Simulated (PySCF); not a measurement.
Co(Cp)2, C10H10Co, doublet (GFN2-xTB optimised geometry):

```
21

Co    -0.023     0.269     0.000
C      1.636     1.580     0.000
C      2.143     0.269     0.000
C      1.605    -0.386     1.137
C      0.910     0.574     1.928
C      0.891     1.774     1.208
H      1.902     2.361    -0.694
H      2.828    -0.155    -0.715
H      1.867    -1.382     1.462
H      0.516     0.410     2.917
H      0.502     2.719     1.552
C     -1.047    -1.328    -0.929
C     -0.898    -0.317    -1.894
C     -1.497     0.855    -1.365
C     -2.167     0.514    -0.153
C     -1.858    -0.820     0.136
H     -0.759    -2.361    -1.047
H     -0.435    -0.414    -2.861
H     -1.618     1.787    -1.896
H     -2.828     1.157     0.403
H     -2.257    -1.407     0.948
```

Level of theory: unrestricted PBE0/def2-SVP run with PySCF.

What are the frontier orbital energies (α orbitals alone; a β orbital can be the lowest empty one) and the dipole moment?

HOMO-2 -6.89 eV, HOMO-1 -6.81 eV, HOMO -4.57 eV, LUMO -1.41 eV, LUMO+1 1.26 eV; dipole moment 0.02 D.

On the same geometry unrestricted PBE/def2-SVP in PySCF gives HOMO-2 -4.73 eV, HOMO-1 -4.61 eV, HOMO -2.92 eV, LUMO -2.48 eV, LUMO+1 0.54 eV; dipole moment 0.03 D.

Meta-Löwdin charges at PBE0/def2-SVP: Co1 0.88, C2 -0.20, C3 -0.21, C4 -0.20, C5 -0.21, C6 -0.20, H7 0.12, H8 0.12, H9 0.12, H10 0.12, H11 0.12, C12 -0.20, C13 -0.21, C14 -0.20, C15 -0.21, C16 -0.20, H17 0.12, H18 0.12, H19 0.12, H20 0.12, H21 0.12.
